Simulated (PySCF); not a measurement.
# C7H13: g tensor and hyperfine couplings

Species: C7H13 (doublet state).
Cartesian coordinates in Å at the GFN2-xTB level; atoms count from 1:
```xyz
20
C7H13 angstrom
C     -2.2164   -0.6775    0.6398
C     -0.8776   -0.9191    0.0520
C     -0.0228    0.1122   -0.4933
C      1.3865   -0.3476   -0.8302
C      2.1936   -0.6643    0.4261
C     -0.6212    1.1892   -1.4015
C     -0.1696    1.5556   -0.0298
H     -2.7171    0.1714    0.1765
H     -2.1490   -0.4669    1.7150
H     -2.8468   -1.5590    0.5281
H     -0.4889   -1.9222    0.0933
H      1.9001    0.4321   -1.3963
H      1.3317   -1.2375   -1.4626
H      3.2002   -0.9818    0.1629
H      1.7187   -1.4588    0.9965
H      2.2629    0.2149    1.0629
H     -0.0295    1.5132   -2.2441
H     -1.6798    1.1436   -1.6048
H      0.7350    2.1368    0.0691
H     -0.9151    1.7765    0.7177
```

The hyperfine couplings belong to this conformer and change with its torsions.

The species is `C[CH]C1(CC)CC1` [radical].

Level of theory: UKS B3LYP, pcH-1 on C H, non-relativistic, mean-field spin-orbit, GIAO in PySCF. Geometry: GFN2-xTB, one conformer, isolated molecule. Couplings are sensitive to structure, and on GFN2-xTB geometries they can be far from those on DFT ones. No stability test was run, so a lower SCF solution isn't excluded.

```
g1, g2, g3        : 2.00226, 2.00281, 2.00296
g_iso             : 2.00268
Form of g         : rhombic: the two nearest values differ by 21 % of g3 − g1
⟨S²⟩              : 0.7546 (exact 0.7500)
α and β electrons : 28, 27
```

Hyperfine couplings atom by atom, in MHz; T1 to T3 are the principal values of the dipolar part; ρ(0) is the spin density at the nucleus:

| atom | isotope | a_iso | T1 | T2 | T3 | Mulliken spin population | ρ(0) (bohr⁻³) |
| --- | --- | --- | --- | --- | --- | --- | --- |
| C1 | 13C | -32.2 | -2.0 | 0.1 | 1.9 | -0.08 | -0.0286 |
| C2 | 13C | 83.6 | -77.1 | -75.9 | 152.9 | 0.98 | 0.0744 |
| C3 | 13C | -38.6 | -2.6 | -1.2 | 3.8 | -0.10 | -0.0344 |
| C4 | 13C | 0.8 | -1.0 | -0.5 | 1.5 | 0.00 | 0.0007 |
| C5 | 13C | -2.1 | -0.9 | 0.0 | 1.0 | 0.00 | -0.0019 |
| C6 | 13C | 51.0 | -10.1 | -9.9 | 20.0 | 0.09 | 0.0453 |
| C7 | 13C | 37.8 | -7.5 | -7.3 | 14.8 | 0.07 | 0.0336 |
| H8 | 1H | 35.4 | -4.3 | -3.7 | 7.9 | 0.02 | 0.0079 |
| H9 | 1H | 137.2 | -4.9 | -3.4 | 8.3 | 0.06 | 0.0307 |
| H10 | 1H | 34.7 | -4.5 | -4.2 | 8.7 | 0.01 | 0.0078 |
| H11 | 1H | -60.9 | -37.1 | 0.5 | 36.6 | -0.04 | -0.0136 |
| H12 | 1H | -1.8 | -1.8 | -1.5 | 3.3 | 0.00 | -0.0004 |
| H13 | 1H | -2.3 | -2.8 | -2.7 | 5.5 | 0.00 | -0.0005 |
| H14 | 1H | -0.4 | -1.1 | -0.9 | 2.0 | 0.00 | -0.0001 |
| H15 | 1H | 2.1 | -3.4 | -2.6 | 6.0 | 0.00 | 0.0005 |
| H16 | 1H | 0.3 | -1.7 | -1.4 | 3.0 | 0.00 | 0.0001 |
| H17 | 1H | 4.2 | -5.4 | -1.6 | 7.0 | 0.00 | 0.0009 |
| H18 | 1H | -6.2 | -6.3 | -0.5 | 6.8 | 0.00 | -0.0014 |
| H19 | 1H | 7.5 | -4.2 | -1.4 | 5.6 | 0.00 | 0.0017 |
| H20 | 1H | -4.6 | -5.1 | -0.6 | 5.8 | 0.00 | -0.0010 |

Largest spin populations (Mulliken): C2 (+0.98), C3 (-0.10), C6 (+0.09) and C1 (-0.08). C2 is the only atom above +0.15. The positive populations add up to 1.23 and the negative ones to -0.23, together 2S = 1. The angles at C2 add up to 359.9°, so it is planar; its axial dipolar tensor and the negative coupling of its proton fit spin in a p orbital normal to that plane.

Axes: g2 points within 8° of the C2–C3 bond.

Under fast tumbling the dipolar parts average out, and these isotropic splittings remain: 3 × 1H (H8/H9/H10, I = 1/2, 4 lines) with 2.47 mT, 1 × 1H (H11, I = 1/2, 2 lines) with 2.17 mT, 2 × 1H (H17/H19, I = 1/2, 3 lines) with 0.21 mT, 2 × 1H (H18/H20, I = 1/2, 3 lines) with 0.19 mT and 2 × 1H (H12/H13, I = 1/2, 3 lines) with 0.07 mT.

Means are taken over nuclei equivalent by connectivity, which assumes that they swap fast. The three 1H nuclei of mean +69.1 MHz run from 34.7 to 137.2 MHz in the frozen geometry.

The 13C coupling of C2 (83.6 MHz) shows only in satellite lines or after enrichment, since that isotope makes up about 1.07 % of natural carbon.

β density exceeds α density at some nuclei, such as C3 (-0.0344), C1 (-0.0286) and H11 (-0.0136), spin density in bohr⁻³. In a single determinant that takes different orbitals for the two spins, that is spin polarisation.

On an Arm Neoverse V1 with one thread, shared host, this took 1.7 min (with the writing of density and orbital grids) and 0.98 GiB of memory at its peak.
